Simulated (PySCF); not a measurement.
SbCl4, SMILES [Cl][Sb+]([Cl])([Cl])[Cl], charge +1. The structure is a stationary point at r2SCAN-D4/def2-SVP. The multiplicity is an assumed one; no other spin state was optimised. The isomer is the one that the SMILES or the coordinates give; other isomers of the formula were not compared. The def2 effective core potentials stand for the cores of Sb; spin–orbit coupling is left out.

These are r2SCAN-D4/def2-SVP run with PySCF values and carry that method's errors.

Harmonic wavenumbers (cm⁻¹): 102, 102, 130, 130, 130, 372, 432, 432, 432. Rotational constants (GHz): 1.028, 1.028, 1.028; symmetry number 12.

Task: Work out the zero-point energy and the ideal-gas rigid-rotor harmonic-oscillator thermochemistry at 298.15 K and 1 atm.

Result: ZPE = ½ Σ hcν = ½ × 2261 cm⁻¹ = 13.52 kJ/mol. H − E(el) = 35.71 kJ/mol. Entropy in J/(mol K): translation 178.27, rotation 105.16, vibration 80.74, total 364.16. G − E(el) = -72.86 kJ/mol. Cp = 97.69 J/(mol K). Modes under 150 cm⁻¹ make the vibrational entropy uncertain.
